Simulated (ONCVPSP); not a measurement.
## Building the ONCV potential for thulium (PBE, fully relativistic).

Tm (Z = 69), optimised norm-conserving Vanderbilt (ONCV), made with ONCVPSP 4.0.1 (PBE, fully relativistic). Core [Kr] 4d10, reference 4f12 5s2 5p6 5d1 6s2. Waves: 5s+6s: rc 2.00 bohr, ncon 4, nbas 8, qcut 6.6 1/bohr, 2 projectors; 5p: rc 2.20 bohr, ncon 4, nbas 8, qcut 5 1/bohr, 2 projectors, debl 2 Ha; 5d: rc 3.20 bohr, ncon 4, nbas 9, qcut 4.9 1/bohr, 2 projectors, debl 3.6 Ha; 4f: rc 0.75 bohr, ncon 4, nbas 8, qcut 20.2 1/bohr, 2 projectors, debl 1.9 Ha. Local part: polynomial inside 0.50 bohr (lpopt 3, dvloc0 0 Ha). Core correction: Teter function, fcfact 2.5, rcfact 1.65.

Open shells are filled in proportion to 2j + 1.

All-electron outer shells of the reference configuration (PBE, scalar-relativistic, ld1.x):

```json
{"shell": "4d", "level (eV)": "-178.99", "outermost node (bohr)": "0.24", "outermost maximum (bohr)": "0.50"}
{"shell": "5s", "level (eV)": "-57.66", "outermost node (bohr)": "0.59", "outermost maximum (bohr)": "1.08"}
{"shell": "5p", "level (eV)": "-30.39", "outermost node (bohr)": "0.63", "outermost maximum (bohr)": "1.24"}
{"shell": "4f", "level (eV)": "-9.57", "outermost node (bohr)": "–", "outermost maximum (bohr)": "0.49"}
{"shell": "6s", "level (eV)": "-4.49", "outermost node (bohr)": "1.46", "outermost maximum (bohr)": "3.17"}
{"shell": "5d", "level (eV)": "-1.97", "outermost node (bohr)": "0.71", "outermost maximum (bohr)": "1.87"}
```

Results:

- Cutoffs needed: 192 Ha and 348 Ha (the cutoffs (Ha) at which the residual kinetic energy of the hardest occupied pseudo-wave falls to 1 and 0.1 mHa per electron)
- Ghost test: ghosts flagged at negative energy: s at -943.7 eV, p3/2 at -440.8 eV, d5/2 at -179.5 eV, p1/2 at -386.5 eV, d3/2 at -159.9 eV; GHOST(+) flagged for s at 74.9 eV; a true bound ghost makes a file unfit for plane-wave use
- Configuration tests: 3 of 4 tests not solved or not reliable; not counted: 4f13 5s2 5p6 5d0 6s2 (all-electron energy unsafe for a near-neutral lanthanide with less than one 5d electron, printed error -130 meV); 4f13 5s2 5p6 5d0 6s1 (all-electron energy unsafe for a near-neutral lanthanide with less than one 5d electron, printed error -93 meV)
- rms error of d²Exc/dni dnj: 6.19 mHa without and 3.42 mHa with the model core

Generation and tests took about 13 s on one core of a shared server CPU.
